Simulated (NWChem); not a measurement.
All runs are NWChem calculations. System: trisilylamine (H9NSi3), charge 0, spin multiplicity 1, at a geometry optimised with B3LYP/def2-SVP. Level: MP2/def2-TZVP, 16 core orbitals frozen.

The NWChem input:

```
start mol
memory heap 200 mb stack 900 mb global 1100 mb
geometry units angstroms nocenter noautoz
  Si    -0.488285    -1.694835     0.000000
  N      0.066896    -0.018077     0.000000
  Si     0.234097     0.850129     1.528937
  Si     0.234097     0.850129    -1.528937
  H      0.025168    -2.377071     1.221737
  H     -1.979507    -1.805424     0.000000
  H      0.025168    -2.377071    -1.221737
  H      0.689664    -0.101319     2.582051
  H      1.232955     1.943368     1.360251
  H     -1.051534     1.463032     1.984577
  H     -1.051534     1.463032    -1.984577
  H      1.232955     1.943368    -1.360251
  H      0.689664    -0.101319    -2.582051
  symmetry group Cs
end
basis spherical
  * library def2-tzvp
end
scf
  rhf
  nopen 0
  maxiter 100
  thresh 1e-7
  semidirect memsize 60000000 filesize 0
end
mp2
  freeze core 16
end
task mp2 energy
```

Output (cleaned and shortened):

```
             Northwest Computational Chemistry Package (NWChem) 7.3.0
             --------------------------------------------------------

                                NWChem Input Module
                                -------------------

 Scaling coordinates for geometry "geometry" by  1.889725989
 (inverse scale =  0.529177249)

 Turning off AUTOSYM since
 SYMMETRY directive was detected!

                             Geometry "geometry" -> ""
                             -------------------------

 Output coordinates in angstroms (scale by  1.889725989 to convert to a.u.)

  No.       Tag          Charge          X              Y              Z
 ---- ---------------- ---------- -------------- -------------- --------------
    1 Si                  14.0000    -0.48828500    -1.69483500     0.00000000
    2 N                    7.0000     0.06689600    -0.01807700     0.00000000
    3 Si                  14.0000     0.23409700     0.85012900     1.52893700
    4 Si                  14.0000     0.23409700     0.85012900    -1.52893700
    5 H                    1.0000     0.02516800    -2.37707100     1.22173700
    6 H                    1.0000    -1.97950700    -1.80542400     0.00000000
    7 H                    1.0000     0.02516800    -2.37707100    -1.22173700
    8 H                    1.0000     0.68966400    -0.10131900     2.58205100
    9 H                    1.0000     1.23295500     1.94336800     1.36025100
   10 H                    1.0000    -1.05153400     1.46303200     1.98457700
   11 H                    1.0000    -1.05153400     1.46303200    -1.98457700
   12 H                    1.0000     1.23295500     1.94336800    -1.36025100
   13 H                    1.0000     0.68966400    -0.10131900    -2.58205100

 Effective nuclear repulsion energy (a.u.)     288.2980288071

            Nuclear Dipole moment (a.u.)
            ----------------------------
        X                 Y               Z
 ---------------- ---------------- ----------------
    -0.0000056692    -0.0000396842     0.0000000000

      Symmetry information
      --------------------

 Group name             Cs
 Group number              2
 Group order               2
 No. of unique centers     8

      Symmetry unique atoms

     1    2    3    5    6    8    9   10


 Summary of "ao basis" -> "" (spherical)
 ------------------------------------------------------------------------------
       Tag                 Description            Shells   Functions and Types
 ---------------- ------------------------------  ------  ---------------------
 *                         def2-tzvp                  on all atoms

 Summary of "ao basis" -> "ao basis" (spherical)
 ------------------------------------------------------------------------------
       Tag                 Description            Shells   Functions and Types
 ---------------- ------------------------------  ------  ---------------------
 Si                        def2-tzvp                13       37   5s5p2d1f
 N                         def2-tzvp                11       31   5s3p2d1f
 H                         def2-tzvp                 4        6   3s1p

                                 NWChem SCF Module
                                 -----------------

  ao basis        = "ao basis"
  functions       =   196
  atoms           =    13
  closed shells   =    29
  open shells     =     0
  charge          =   0.00
  wavefunction    = RHF
  use symmetry    = T
  symmetry adapt  = T

 Summary of "ao basis" -> "ao basis" (spherical)
 ------------------------------------------------------------------------------
       Tag                 Description            Shells   Functions and Types
 ---------------- ------------------------------  ------  ---------------------
 Si                        def2-tzvp                13       37   5s5p2d1f
 N                         def2-tzvp                11       31   5s3p2d1f
 H                         def2-tzvp                 4        6   3s1p

      Symmetry analysis of basis
      --------------------------

        a'        112
        a"         84

 Forming initial guess at       0.1s

      Superposition of Atomic Density Guess
      -------------------------------------

 Sum of atomic energies:        -925.31606612

      Non-variational initial energy
      ------------------------------

 Total energy =    -926.952913
 1-e energy   =   -1853.938735
 2-e energy   =     638.687793
 HOMO         =      -0.326488
 LUMO         =      -0.008956

      Symmetry analysis of molecular orbitals - initial
      -------------------------------------------------

  Numbering of irreducible representations:

     1 a'          2 a"

  Orbital symmetries:

     1 a'          2 a"          3 a'          4 a'          5 a'
     6 a'          7 a"          8 a'          9 a'         10 a"
    11 a"         12 a'         13 a"         14 a'         15 a'
    16 a"         17 a'         18 a"         19 a'         20 a'
    21 a'         22 a"         23 a'         24 a"         25 a'
    26 a"         27 a'         28 a"         29 a'         30 a'
    31 a'         32 a"         33 a'         34 a'         35 a"
    36 a'         37 a'         38 a"         39 a"

 Starting SCF solution at       4.0s

 ----------------------------------------------
         Quadratically convergent ROHF

 Convergence threshold     :          1.000E-07
 Maximum no. of iterations :          100
 Final Fock-matrix accuracy:          1.000E-09
 ----------------------------------------------

              iter       energy          gnorm     gmax       time
[...]
    26 a'         27 a"         28 a"         29 a'         30 a'
    31 a'         32 a"         33 a'         34 a'         35 a"
    36 a'         37 a'         38 a"         39 a"

             Final eigenvalues
             -----------------

              1
    1  -68.7912
    2  -68.7911
    3  -68.7911
    4  -15.5425
    5   -6.1379
    6   -6.1378
    7   -6.1378
    8   -4.2447
    9   -4.2446
   10   -4.2446
   11   -4.2445
   12   -4.2444
   13   -4.2444
   14   -4.2442
   15   -4.2441
   16   -4.2441
   17   -1.1188
   18   -0.7390
   19   -0.7389
   20   -0.6717
   21   -0.5482
   22   -0.5481
   23   -0.5410
   24   -0.4830
   25   -0.4828
   26   -0.4747
   27   -0.4747
   28   -0.4654
   29   -0.3981
   30    0.1005
   31    0.1306
   32    0.1311
   33    0.1475
   34    0.1488
   35    0.1491
   36    0.1619
   37    0.1891
   38    0.1894
   39    0.2201

                       ROHF Final Molecular Orbital Analysis
                       -------------------------------------

 Vector   27  Occ=2.000000D+00  E=-4.746618D-01  Symmetry=a"
              MO Center= -1.1D-01,  1.3D-01, -6.5D-12, r^2= 6.4D+00
   Bfn.  Coefficient  Atom+Function         Bfn.  Coefficient  Atom+Function
  ----- ------------  ---------------      ----- ------------  ---------------
    17      0.165193   1 Si pz

 Vector   28  Occ=2.000000D+00  E=-4.654189D-01  Symmetry=a"
              MO Center=  4.8D-01, -9.0D-02,  1.3D-13, r^2= 6.8D+00
   Bfn.  Coefficient  Atom+Function         Bfn.  Coefficient  Atom+Function
  ----- ------------  ---------------      ----- ------------  ---------------
    17      0.179120   1 Si pz               84      0.151974   3 Si py
   121     -0.151974   4 Si py

 Vector   29  Occ=2.000000D+00  E=-3.981428D-01  Symmetry=a'
              MO Center= -2.1D-01,  5.8D-02, -9.7D-14, r^2= 3.8D+00
   Bfn.  Coefficient  Atom+Function         Bfn.  Coefficient  Atom+Function
  ----- ------------  ---------------      ----- ------------  ---------------
    43      0.299465   2 N  px               46      0.300810   2 N  px
    49      0.229136   2 N  px

 Vector   30  Occ=0.000000D+00  E= 1.004983D-01  Symmetry=a'
              MO Center= -7.2D-02,  1.7D-02, -2.3D-12, r^2= 9.0D+00
   Bfn.  Coefficient  Atom+Function         Bfn.  Coefficient  Atom+Function
  ----- ------------  ---------------      ----- ------------  ---------------
    42      1.988937   2 N  s                19     -0.765933   1 Si py
    88      0.686854   3 Si pz              125     -0.686854   4 Si pz
    87      0.380108   3 Si py              124      0.380108   4 Si py
    18     -0.211567   1 Si px               16     -0.198880   1 Si py
   151     -0.182450   6 H  s               175     -0.181394  10 H  s

 Vector   31  Occ=0.000000D+00  E= 1.305708D-01  Symmetry=a'
              MO Center= -2.7D-01,  5.2D-01,  2.6D-12, r^2= 9.4D+00
   Bfn.  Coefficient  Atom+Function         Bfn.  Coefficient  Atom+Function
  ----- ------------  ---------------      ----- ------------  ---------------
     5      1.545551   1 Si s                87      1.336422   3 Si py
   124      1.336422   4 Si py               18      0.912353   1 Si px
   163      0.912174   8 H  s               193      0.912174  13 H  s
    19      0.878897   1 Si py               73     -0.769059   3 Si s
   110     -0.769059   4 Si s               169     -0.684981   9 H  s

 Vector   32  Occ=0.000000D+00  E= 1.310538D-01  Symmetry=a"
              MO Center= -5.0D-01, -3.1D-01,  1.9D-11, r^2= 9.5D+00
   Bfn.  Coefficient  Atom+Function         Bfn.  Coefficient  Atom+Function
  ----- ------------  ---------------      ----- ------------  ---------------
    20      1.384274   1 Si pz               73     -1.374574   3 Si s
   110      1.374574   4 Si s                88      1.195038   3 Si pz
   125      1.195038   4 Si pz              145     -0.923830   5 H  s
   157      0.923830   7 H  s               169      0.658793   9 H  s
   187     -0.658793  12 H  s                51      0.617386   2 N  pz

 center of mass
 --------------
 x =   0.00328836 y =  -0.00089048 z =   0.00000000

 moments of inertia (a.u.)
 ------------------
        1093.973834986460        -140.487298767526           0.000000000000
        -140.487298767526         638.922941765422          -0.000000000000
           0.000000000000          -0.000000000000         597.900717747261

  Mulliken analysis of the total density
  --------------------------------------

    Atom       Charge   Shell Charges
 -----------   ------   -------------------------------------------------------
    1 Si  14    13.62   2.00  0.58  1.39  0.79  0.38  4.12  1.73  0.52  1.34  0.29  0.18  0.25  0.05
    2 N    7     7.67   0.82  1.16  0.48  0.89  0.16  1.48  1.95  0.71  0.00  0.02  0.00
    3 Si  14    13.62   2.00  0.58  1.39  0.79  0.38  4.12  1.73  0.52  1.34  0.29  0.18  0.25  0.05
    4 Si  14    13.62   2.00  0.58  1.39  0.79  0.38  4.12  1.73  0.52  1.34  0.29  0.18  0.25  0.05
    5 H    1     1.05   0.24  0.56  0.24  0.01
    6 H    1     1.06   0.24  0.57  0.24  0.01
    7 H    1     1.05   0.24  0.56  0.24  0.01
    8 H    1     1.05   0.24  0.56  0.24  0.01
    9 H    1     1.05   0.24  0.56  0.24  0.01
   10 H    1     1.06   0.24  0.57  0.24  0.01
   11 H    1     1.06   0.24  0.57  0.24  0.01
   12 H    1     1.05   0.24  0.56  0.24  0.01
   13 H    1     1.05   0.24  0.56  0.24  0.01

       Multipole analysis of the density wrt the origin
       ------------------------------------------------

     L   x y z        total         open         nuclear
     -   - - -        -----         ----         -------
     0   0 0 0     -0.000000      0.000000     58.000000

     1   1 0 0      0.030242      0.000000     -0.000006
     1   0 1 0     -0.008427      0.000000     -0.000040
     1   0 0 1      0.000000      0.000000      0.000000

     2   2 0 0    -39.589930      0.000000     53.660482
     2   1 1 0      0.188056      0.000000     79.204507
     2   1 0 1      0.000000      0.000000     -0.000000
     2   0 2 0    -38.974296      0.000000    310.212112
     2   0 1 1      0.000000      0.000000     -0.000000
     2   0 0 2    -38.957562      0.000000    333.362669

                   NWChem MP2 Semi-direct Energy/Gradient Module
                   ---------------------------------------------

  Basis functions       =    196
  Molecular orbitals    =    196
  Frozen core           =     16
  Frozen virtuals       =      0
  Active alpha occupied =     13
  Active beta occupied  =     13
  Active alpha virtual  =    167
  Active beta virtual   =    167
  Use MO symmetry       = T
  Use skeleton AO sym   = T

  AO/Fock/Back tols     =   1.0D-09  1.0D-09  1.0D-09

 GA uses MA = F    GA memory limited = T

 Available:
  local mem=  1.26D+08
 global mem=  1.44D+08
 local disk=  0.00D+00
  mp2_memr nvloc                   167
  nvloc new                   167
   1 passes of  13:        6291456                     186875                 133934718.
   1 passes of  13: M    126006093           G      144102368           F     119714637.
  mp2_memr nvloc                   167
  nvloc new                   167
   2 passes of   7:        6291456                     136795                  72148993.
   2 passes of   7: M    126006093           G      144102368           F     119714637.

 Semi-direct pass number   1 of   2  for RHF alpha+beta  at       40.9s
  vrange nnbf                 18136
  mp2_eaftype                   275  avail_ma_in_mb                  1098
 EAF : mp2_eaftype filesize         275   36074496.
  mp2_eaf for mointskh                    275
Node 0 wrote    169.6 Mb in      0.3 s     Agg I/O rate:   646.3 Mb/s
 Done moints_semi at       64.6s
  mp2_eaftype                   275  avail_ma_in_mb                   823
 EAF : mp2_eaftype filesize         275   36074496.
  mp2_eaf for kh                   275
 Done maket at       65.0s
 Semi-direct pass number   2 of   2  for RHF alpha+beta  at       65.0s
  vrange nnbf                 18136
  mp2_eaftype                   275  avail_ma_in_mb                   823
 EAF : mp2_eaftype filesize         275   36074496.
  mp2_eaf for mointskh                    275
Node 0 wrote    145.4 Mb in      0.2 s     Agg I/O rate:   642.9 Mb/s
 Done moints_semi at       88.3s
  mp2_eaftype                   275  avail_ma_in_mb                   823
 EAF : mp2_eaftype filesize         275   36074496.
  mp2_eaf for kh                   275
 Done maket at       88.6s
 Done multipass loop at       88.6s

          -------------------------------------------
          SCF energy                -926.607287746418
          Correlation energy          -0.567431731739
          Singlet pairs               -0.408811655027
          Triplet pairs               -0.158620076712
          Total MP2 energy          -927.174719478157
          -------------------------------------------

          ---------------------------------------------------
                    Spin Component Scaled (SCS) MP2
          Same spin pairs                     -0.105746717808
          Same spin scaling factor             0.333333333333
          Opposite spin pairs                 -0.461685013931
          Opposite spin scaling fact.          1.200000000000
          SCS-MP2 correlation energy          -0.589270922653
          Total SCS-MP2 energy              -927.196558669071
          ---------------------------------------------------

 -----------------------
 Performance information
 -----------------------

 Timer overhead =  1.41D-07 seconds/call

               Nr. of calls         CPU time (s)                 Wall time (s)                GFlops
             ---------------    -------------------     ------------------------------   -------------------
Name         Min   Avg   Max    Min     Avg     Max     Min     Avg     Max   Mx/calls   Min     Max     Sum
mp2: moin     2     2     2    47.     47.     47.      47.     47.     47.     23.      0.0     0.0     0.0
mp2: make     2     2     2   0.75    0.75    0.75     0.75    0.75    0.75    0.37      0.0     0.0     0.0
mp2: tota     1     1     1    48.     48.     48.      48.     48.     48.     48.      0.0     0.0     0.0

 The average no. of pstat calls per process was 5.00D+00
 with a timing overhead of 7.04D-07s

 Task  times  cpu:       88.6s     wall:       88.6s

 Total times  cpu:       88.6s     wall:       88.6s
```
